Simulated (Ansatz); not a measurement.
Cl4Ti, singlet, geometry from GFN2-xTB (such geometries of metal compounds can be far from the true shape); SVWN5/STO-3G (Ansatz, an electronic-structure program).

Input for Ansatz:
Ansatz 0.2 input:
```yaml
crystal:
  periodic: [false, false, false]
  atoms:
    - {symbol: Ti, position_ang: [-0.00000000, -0.00000000, -0.00000000]}
    - {symbol: Cl, position_ang: [1.68598647, -0.53254751, -1.15362652]}
    - {symbol: Cl, position_ang: [0.61270013, 0.47649048, 1.96330506]}
    - {symbol: Cl, position_ang: [-0.94593491, 1.67582411, -0.86823504]}
    - {symbol: Cl, position_ang: [-1.35275169, -1.61976707, 0.05855650]}
basis:
  gaussian:
    orbitals: STO-3G
    point_charges:
      - {charge: 1.0, position_ang: [-1.8282, 4.0245, 2.5662]}
hamiltonian:
  xc: {name: SVWN5}
```

The log (banner, timings and long lists left out):

```
Functional definition: SVWN5
635 factors; integrals over basis functions are off by at most 1.1e-4 eV
mean field evaluation 1: about -72205.9960 eV, gradient 3.6e1 eV
mean field evaluation 2: about -72113.3965 eV, gradient 2.0e2 eV
mean field evaluation 4: about -72211.0316 eV, gradient 4.5e0 eV
mean field evaluation 8: about -72211.0967 eV, gradient 6.8e-2 eV
mean field -72211.09674008 eV, -2653.7088587588 hartree, gradient 8.6e-6 eV, S^2 0.000000; 0 other end points of the search recorded, 0 dependent functions left out
reference -72211.09675982 eV, -2653.7088594840 hartree; 45, 45 occupied and 9, 9 virtual orbitals, 635 factors
Total energy: -72211.09675982 eV, -2653.7088594840 hartree
```
